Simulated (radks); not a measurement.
The rhodium ion Rh11+, configuration [Ar] 3d10 4s2 4p4. Method: scalar-relativistic Kohn-Sham, r2SCAN, spin-polarised, spherical densities, finite nucleus; open shells are filled with parallel spins first (spin-orbit coupling, left out, can overturn this in heavy ions); meta-GGA in the generalised Kohn-Sham scheme; Fermi nuclear charge, rms radius 4.4945 fm; computed with a radial shooting solver on a logarithmic mesh with Libxc functionals.

Unscreened Slater integrals over Kohn-Sham orbitals (cm^-1). They are taken over the spin-up orbitals.

| integral | value |
|---|---|
| F0(4p,4p) | 207660 |
| F2(4p,4p) | 110590 |
| F0(4p,4s) | 212800 |
| G1(4p,4s) | 146110 |
| F0(4p,3d) | 265030 |
| F2(4p,3d) | 68467 |
| G1(4p,3d) | 22547 |
| G3(4p,3d) | 22121 |
| F0(4s,4s) | 218480 |
| F0(4s,3d) | 275650 |
| G2(4s,3d) | 24301 |
| F0(3d,3d) | 544050 |
| F2(3d,3d) | 270580 |
| F4(3d,3d) | 172510 |

Derived for the open shells (J is the average intra-shell exchange parameter used in DFT+U). 4p: J = F2/5 = 22120 cm^-1.
